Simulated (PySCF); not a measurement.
**Correlation energy of Bi- (bismuth, charge -1)**

[Xe] 4f14 5d10 6s2 6p4, high-spin 3P determinant. Computed with PySCF 2.14 in aug-cc-pwCVDZ-PP with ECP60MDF, with a scalar-relativistic core potential. Frozen: 5s2 5p6 5d10; 6 electrons correlated.

```json
{"level": "CCSD", "correlation energy (mhartree)": "-76.17"}
{"level": "(T)", "correlation energy (mhartree)": "-2.20"}
{"level": "CCSD(T)", "correlation energy (mhartree)": "-78.37"}
```

Diagnostics: T1 = 0.013, D1 = 0.0258, largest double amplitude 0.059.

Spin-orbit coupling is strong in this species (close to jj coupling), so the high-spin LS determinant is a model state, not a physical level.

Cost of the coupled-cluster step: roughly 0.5 core-seconds, for 6 correlated electrons.

Iterations:

```
CC2 = 0
CCSD nocc = (np.int64(4), np.int64(2)), nmo = (39, 39)
frozen orbitals [[0, 1, 2, 3, 4, 5, 6, 7, 8], [0, 1, 2, 3, 4, 5, 6, 7, 8]]
max_cycle = 100
direct = 0
conv_tol = 1e-08
conv_tol_normt = 1e-06
diis_space = 8
diis_start_cycle = 0
Init t2, MP2 energy = -0.0634706154556277
Init E_corr(UCCSD) = -0.0634706154575785
cycle = 1  E_corr(UCCSD) = -0.0729634174519585  dE = -0.00949280199  norm(t1,t2) = 0.0471816
cycle = 2  E_corr(UCCSD) = -0.0750464348128053  dE = -0.00208301736  norm(t1,t2) = 0.0183945
cycle = 3  E_corr(UCCSD) = -0.0762005579104773  dE = -0.0011541231  norm(t1,t2) = 0.0098603
cycle = 4  E_corr(UCCSD) = -0.0761322873783058  dE = 6.82705322e-05  norm(t1,t2) = 0.00365079
cycle = 5  E_corr(UCCSD) = -0.0761580207464545  dE = -2.57333681e-05  norm(t1,t2) = 0.00162851
cycle = 6  E_corr(UCCSD) = -0.0761671674067698  dE = -9.14666032e-06  norm(t1,t2) = 0.000557367
cycle = 7  E_corr(UCCSD) = -0.0761697237521182  dE = -2.55634535e-06  norm(t1,t2) = 0.000207263
cycle = 8  E_corr(UCCSD) = -0.0761702695183089  dE = -5.45766191e-07  norm(t1,t2) = 6.44738e-05
cycle = 9  E_corr(UCCSD) = -0.076169828992128  dE = 4.40526181e-07  norm(t1,t2) = 1.84171e-05
cycle = 10  E_corr(UCCSD) = -0.0761699336454193  dE = -1.04653291e-07  norm(t1,t2) = 5.21268e-06
cycle = 11  E_corr(UCCSD) = -0.0761699552042655  dE = -2.15588462e-08  norm(t1,t2) = 1.52513e-06
cycle = 12  E_corr(UCCSD) = -0.0761699260438452  dE = 2.91604203e-08  norm(t1,t2) = 5.10023e-07
cycle = 13  E_corr(UCCSD) = -0.0761699251651991  dE = 8.78646114e-10  norm(t1,t2) = 1.61228e-07
UCCSD converged
E(UCCSD) = -213.6593625037715  E_corr = -0.07616992516519906
UCCSD(T) correction = -0.00219647137174158
```

Spin-orbit coupling is strong in this species, so the high-spin LS determinant is a model state.
